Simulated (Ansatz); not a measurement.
System: sum formula HSF₂, net charge 1, singlet state. It need not be the lowest isomer of its formula. 
Structure (B3LYP-D3(BJ)/def2-TZVP (Ansatz, an electronic-structure program) minimum search):
SMILES: [SH+](F)F
```xyz
4

F     -1.1826    -0.4559     0.1935
S     -0.0085     0.4211    -0.2493
F      1.1977    -0.4304     0.1552
H      0.0004     1.2393     0.8511
```
Charge +1, spin multiplicity 1.

Computed values are from Ansatz. Cores are frozen in the correlated levels unless marked. Open shells are spin-unrestricted. No spin-orbit coupling. Non-relativistic. CBS(X,Y): correlation extrapolated as X^-3; Hartree-Fock from the larger set. [CCSD(T)-MP2]/basis is that difference in the basis named.

Question: What is the vertical ionisation energy (to the doublet) at RI-MP2/CBS(aug-cc-pV(T+d)Z,aug-cc-pV(Q+d)Z)+[CCSD(T)-MP2]/aug-cc-pV(T+d)Z?

Answer: 21.24 eV.

Question: What is the vertical electron affinity (to the doublet; negative means unbound) at RI-MP2/CBS(aug-cc-pV(T+d)Z,aug-cc-pV(Q+d)Z)+[CCSD(T)-MP2]/aug-cc-pV(T+d)Z?

Answer: 6.56 eV.

Question: What is the T1 diagnostic at CCSD/cc-pV(Q+d)Z?

Answer: 0.015.

Question: What is the vertical triplet-singlet gap at RI-MP2/CBS(aug-cc-pV(T+d)Z,aug-cc-pV(Q+d)Z)+[CCSD(T)-MP2]/aug-cc-pV(T+d)Z?

Answer: 5.79 eV.

Question: What is the total energy at CCSD(T)/CBS(cc-pV(T+d)Z,cc-pV(Q+d)Z)?

Answer: -597.5514 Eh.
